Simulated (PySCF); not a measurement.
Compound: CH12Si4.
Bonds: C1–Si2, Si2–Si3, Si3–Si4, Si4–Si5. Hydrogens: H6, H7, H8 on C1; H9, H10 on Si2; H11, H12 on Si3; H13, H14 on Si4; H15, H16, H17 on Si5.

Computed with PySCF at PBE0/pcSseg-1 and PBE0/def2-SVPD, non-relativistic, on one gas-phase PBE0-D3(BJ)/def2-SVP geometry that isn't relaxed in the solvent. The solvent is an IEF-PCM continuum (van der Waals radii × 1.2). Specific hydrogen bonds and non-electrostatic terms are outside this model.

Gas phase at PBE0/pcSseg-1: HOMO -7.84 eV, LUMO -0.34 eV, dipole 0.67 D.

Question: What does the continuum do to the energy, the frontier levels and the dipole at PBE0/pcSseg-1 in tetrahydrofuran and methanol?

Answer: 
```tsv
solvent	ε	E(solvent) − E(gas) (kcal/mol)	polarisation term (kcal/mol)	distortion of the solute (kcal/mol)	HOMO (eV)	LUMO (eV)	dipole (D)
tetrahydrofuran	7.426	-0.64	-0.69	0.05	-7.70	-0.18	0.86
methanol	32.61	-0.77	-0.84	0.07	-7.68	-0.16	0.91
```

The polarisation term is half the interaction of the solute with the surface charges that it induces; the rest is the cost of distorting the solute's density. The sum is the electrostatic part of solvation alone. From tetrahydrofuran to methanol the lowering changes by a factor 1.20, Onsager's factor (ε − 1)/(2ε + 1) by 1.18 and ε itself by 4.4.

Gas phase at PBE0/def2-SVPD: HOMO -7.74 eV, LUMO -0.40 eV, dipole 0.70 D.

Question: What does the continuum do to the energy, the frontier levels and the dipole at PBE0/def2-SVPD in methanol?

Answer: 
```
 solvent      ε  E(solvent) − E(gas) (kcal/mol)  polarisation term (kcal/mol)  distortion of the solute (kcal/mol)  HOMO (eV)  LUMO (eV)  dipole (D)
methanol  32.61                           -0.70                         -0.79                                 0.09      -7.62      -0.26        0.99
```

Question: How does the static polarisability (PBE0/def2-SVPD, frozen core, with the continuum's full static response) change?

Answer: 
```json
{"medium": "gas", "isotropic (au)": "135.3", "principal values (au)": "112.5, 139.4, 153.9", "⟨r²⟩ of the electrons (bohr²)": "1561.2"}
{"medium": "methanol", "isotropic (au)": "193.7", "principal values (au)": "169.8, 199.9, 211.2", "⟨r²⟩ of the electrons (bohr²)": "1561.8"}
```

The isotropic value in methanol is 1.43 times the gas-phase one; no cavity-field correction is applied. ⟨r²⟩ is taken about the centre of nuclear charge.

Hardware: one thread of an Intel Xeon at 2.50 GHz, no GPU, on a shared host. Cost: 68 s of wall time, 1.0 GiB resident at most. This is the whole shielding run at PBE0/pcSseg-1 in methanol, SCF included.

The values belong to the conformer `[CH3:1][SiH2:2][SiH2:3][SiH2:4][SiH3:5]`: C1–Si2–Si3–Si4 73°, Si2–Si3–Si4–Si5 -58°.
